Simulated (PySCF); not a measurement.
lithium fluoride (FLi), singlet, geometry from GFN2-xTB (such geometries of metal compounds can be far from the true shape); B3LYP/STO-3G run with PySCF.

Input for PySCF:
```python
from pyscf import gto, scf, dft

mol = gto.Mole()
mol.atom = '''
    Li   -0.00000000   -0.00000000   -1.14043347
    F     0.00000000    0.00000000    0.38014449
'''
mol.basis = 'sto-3g'
mol.verbose = 4
mol.build()

mf = dft.RKS(mol)
mf.xc = 'b3lyp'
mf.kernel()
```

Q: What does PySCF print? Leave out banner, timings and long lists.

A: 
```
PySCF version 2.14.0

[INPUT] verbose = 4
[INPUT] num. atoms = 2
[INPUT] num. electrons = 12
[INPUT] charge = 0
[INPUT] spin (= nelec alpha-beta = 2S) = 0
[INPUT] symmetry False subgroup None
[INPUT] Mole.unit = angstrom
[INPUT] Symbol           X                Y                Z      unit          X                Y                Z       unit  Magmom
[INPUT]  1 Li     0.000000000000   0.000000000000  -1.140433470000 AA    0.000000000000   0.000000000000  -2.155106921587 Bohr   0.0
[INPUT]  2 F      0.000000000000   0.000000000000   0.380144490000 AA    0.000000000000   0.000000000000   0.718368973862 Bohr   0.0

nuclear repulsion = 9.39628553792796
number of shells = 6
number of NR pGTOs = 30
number of NR cGTOs = 10
basis = sto-3g
ecp = {}

******** <class 'pyscf.dft.rks.RKS'> ********
method = RKS
initial guess = minao
damping factor = 0
level_shift factor = 0
DIIS = <class 'pyscf.scf.diis.CDIIS'>
diis_start_cycle = 1
diis_space = 8
diis_damp = 0
SCF conv_tol = 1e-09
SCF conv_tol_grad = None
SCF max_cycles = 50
direct_scf = True
direct_scf_tol = 1e-13
XC library pyscf.dft.libxc version 7.1.2
    S. Lehtola, C. Steigemann, M. J. T. Oliveira, and M. A. L. Marques,  SoftwareX 7, 1–5 (2018)
XC functionals = b3lyp
    P. J. Stephens, F. J. Devlin, C. F. Chabalowski, and M. J. Frisch,  J. Phys. Chem. 98, 11623 (1994)
radial grids:
    Treutler-Ahlrichs [JCP 102, 346 (1995); DOI:10.1063/1.469408] (M4) radial grids

becke partition: Becke, JCP 88, 2547 (1988); DOI:10.1063/1.454033
pruning grids: <function nwchem_prune>
grids dens level: 3
symmetrized grids: False
atomic radii adjust function: <function treutler_atomic_radii_adjust>
small_rho_cutoff = 0
Set gradient conv threshold to 3.16228e-05
Initial guess from minao.
tot grids = 27984
init E= -105.618968389851
  HOMO = -0.46171009234879  LUMO = -0.0819839093860059  gap/eV = 10.33288
cycle= 1 E= -105.67482232887  delta_E= -0.0559  |g|= 0.446  |ddm|= 1.36
  HOMO = 0.00164987622345342  LUMO = 0.118220551824498  gap/eV = 3.17205
cycle= 2 E= -98.982638624783  delta_E= 6.69  |g|= 4.04  |ddm|= 4.27
  HOMO = -0.128122003779351  LUMO = -0.0102672291215117  gap/eV = 3.20699
cycle= 3 E= -105.80036376813  delta_E= -6.82  |g|= 0.279  |ddm|=  3.7
  HOMO = -0.164954319848913  LUMO = -0.0189955329514774  gap/eV = 3.97174
cycle= 4 E= -105.817928113668  delta_E= -0.0176  |g|= 0.162  |ddm|= 0.13
  HOMO = -0.195916532470655  LUMO = -0.0192593533072196  gap/eV = 4.80709
cycle= 5 E= -105.827699968476  delta_E= -0.00977  |g|= 0.0213  |ddm|= 0.171
  HOMO = -0.200201623814023  LUMO = -0.0192325901985257  gap/eV = 4.92442
cycle= 6 E= -105.827890525115  delta_E= -0.000191  |g|= 8.9e-05  |ddm|= 0.0281
  HOMO = -0.200149395818059  LUMO = -0.0192181906504122  gap/eV = 4.92339
cycle= 7 E= -105.827890529241  delta_E= -4.13e-09  |g|= 8.27e-05  |ddm|= 0.000308
  HOMO = -0.200122559185469  LUMO = -0.0192160246329199  gap/eV = 4.92272
cycle= 8 E= -105.827890532058  delta_E= -2.82e-09  |g|= 1.03e-06  |ddm|= 0.000112
  HOMO = -0.200122323210943  LUMO = -0.01921602478796  gap/eV = 4.92271
cycle= 9 E= -105.827890532058  delta_E= -4.55e-13  |g|= 3.9e-08  |ddm|= 1.27e-06
  HOMO = -0.200122290602853  LUMO = -0.0192160264710822  gap/eV = 4.92271
Extra cycle  E= -105.827890532058  delta_E= 2.84e-14  |g|= 9.51e-08  |ddm|= 1.72e-07
converged SCF energy = -105.827890532058
```
